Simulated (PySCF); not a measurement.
**Interval between two levels of Hg by level of theory**

Hg [Xe] 4f14 5d10 6s2 → Hg [Xe] 4f14 5d10 6s1 6d1 [3D3, M_J = 3], as a difference of total energies. Computed with PySCF 2.14 in x2c-SVPall-2c with one added diffuse shell each of s, p, d type (8s11p10d2f, 105 functions), with the two-component X2C-1e Hamiltonian. Correlated levels: [Kr] 4d10 4f14 frozen; the 22 highest virtual spinors dropped. "Screened" scales the spin-orbit matrix elements by Boettger's factors to mimic the two-electron term; Breit and QED terms are absent.

```csv
method,interval between two levels (cm⁻¹)
GHF (screened spin-orbit),60289
GMP2 (screened spin-orbit),70598
```

The labels give the starting determinants; with spin-orbit coupling the two ends relaxed to ⟨J²⟩ = 0.00, ⟨L²⟩ = 0.15, ⟨S²⟩ = 0.15 and ⟨J²⟩ = 12.00, ⟨L²⟩ = 6.15, ⟨S²⟩ = 2.15.

The promoted electron is Rydberg-like, and one or two diffuse shells describe it only roughly, which tends to raise the upper state.
